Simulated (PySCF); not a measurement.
FeCl₃, SMILES [Cl][Fe]([Cl])[Cl] (connectivity only; charge and spin as stated), neutral, multiplicity 6.

The structure is a stationary point at B3LYP-D3(BJ)/def2-SVP. The spin state was assumed, not searched. The isomer is the one that the SMILES or the coordinates give; other isomers of the formula were not compared.

Level of theory: B3LYP/def2-TZVPD (PySCF).

Gas-phase values at a fixed geometry.

Computed frontier levels, dipole moment and polarisability:
| Property | Value |
|---|---|
| α spin, highest occupied and lowest empty level | -8.93 and -1.07 eV |
| β spin, highest occupied and lowest empty level | -8.94 and -5.60 eV |
| dipole moment | 0.00 D |
| quadrupole, principal values (traceless, Buckingham form, about the centre of nuclear charge) | -3.30, -3.30, 6.59 D·Å |
| mean static polarisability | 83.8 bohr³ (12.42 Å³) |
| polarisability, principal values | 52.0, 99.7, 99.7 bohr³ |
| ⟨S²⟩ | 8.765 (pure state 8.75) |
